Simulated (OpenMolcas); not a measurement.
# Co4+, Rh4+, Ir4+: d⁵ down the group

| Quantity | Value |
| --- | --- |
| Program | OpenMolcas |
| Method | CASSCF |
| Basis | ANO-RCC-VTZP |
| Scalar Hamiltonian | DKH2, point nucleus |
| Spin-orbit coupling | RASSI with atomic mean-field integrals over the reference wave functions, term energies averaged over their components |

Active space for each ion: 5 electrons in 5 orbitals (d).

Computed levels in cm-1 above ⁶S_5/2:

```
                               Level   Co4+   Rh4+   Ir4+
                              ⁴G_7/2  42504  30440  27183
                             ⁴G_11/2  42516  30526  28165
                              ⁴G_9/2  42531  30622  29240
                              ⁴P_1/2  49054  35247  32015
                              ⁴D_7/2  52762  37382  35475
                              ⁴D_1/2  52911  38340  40055
                             ²I_11/2  60481  43398  40199
                             ²I_13/2  60593  44062  43765
                           ²F_7/2(1)  70041  51808  56872
weight of ⁶S in the lowest level (%)    100     99     89
```

Mixed levels, with the weight of the term that names them: Rh4+ ²F_7/2(1) (59 %), Ir4+ ⁴G_7/2 (72 %), Ir4+ ⁴P_1/2 (66 %), Ir4+ ⁴D_7/2 (72 %), Ir4+ ⁴D_1/2 (70 %), Ir4+ ²F_7/2(1) (57 %).

Measured, with the error of the calculation in %. Measured levels: Co4+ from Sugar and Corliss, J. Phys. Chem. Ref. Data 10, 1097 (1981).

```json
{"Level": "⁴G_11/2", "Co4+": "37218 (+14.2)"}
{"Level": "⁴P_1/2", "Co4+": "41024 (+19.6)"}
{"Level": "⁴D_7/2", "Co4+": "44709 (+18.0)"}
{"Level": "⁴D_1/2", "Co4+": "44908 (+17.8)"}
{"Level": "²F_7/2(1)", "Co4+": "59455 (+17.8)"}
```

Without spin-orbit coupling ⁴G lies 42511, 30497, 27935 cm-1 above ⁶S in that order; the difference to the level ⁴G_7/2, of either sign, comes from spin-orbit coupling, which also lowers the zero.

Without dynamic correlation excited terms often stand tens of per cent too high (terms of higher spin than the ground term too low), and those without a measured partner can miss by more than the paired ones. Computed and measured levels are paired by configuration, term and J; levels that our copy of the source lacks, or whose pairing is in doubt (as where it misses far off the trend of its configuration), stay unpaired and out of the deviations. Levels of configurations outside the active space are missing.

A number in round brackets counts repeated terms of one configuration in the order of the reference energies.
